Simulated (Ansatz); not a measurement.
Z-matrix (Å, degrees):
```
Ga
B 1 2.075
S 1 2.211 2 116.3
H 1 1.567 2 128.9 3 -179.2
Se 2 1.897 1 119.5 3 -73.0
H 2 1.193 1 122.6 3 107.0
H 3 1.343 1 95.4 2 -178.5
H 5 1.474 2 99.1 1 -179.4
```

The species carries charge 0 and has multiplicity 1.

Task: List the r2SCAN/def2-TZVPP orbital energies in eV (Ansatz). (Best estimate.)

Result: The calculation gave: Occupied: -12334.75, -10122.31, -2408.94, -1575.40, -1412.64, -1412.59, -1412.59, -1244.53, -1100.97, -1100.88, -1100.85, -213.37, -211.53, -181.33, -157.43, -157.33, -157.27, -154.98, -154.81, -154.80, -148.08, -101.02, -100.78, -100.69, -55.32, -55.28, -55.25, -55.14, -55.13, -20.69, -20.51, -20.47, -20.45, -20.37, -18.98, -18.31, -12.90, -10.96, -10.73, -9.99, -8.19, -7.56, -7.19, -7.00, -6.66. Lowest empty: -2.70, -1.89, -0.37, -0.02, 0.56, 1.37, 1.86, 2.46.
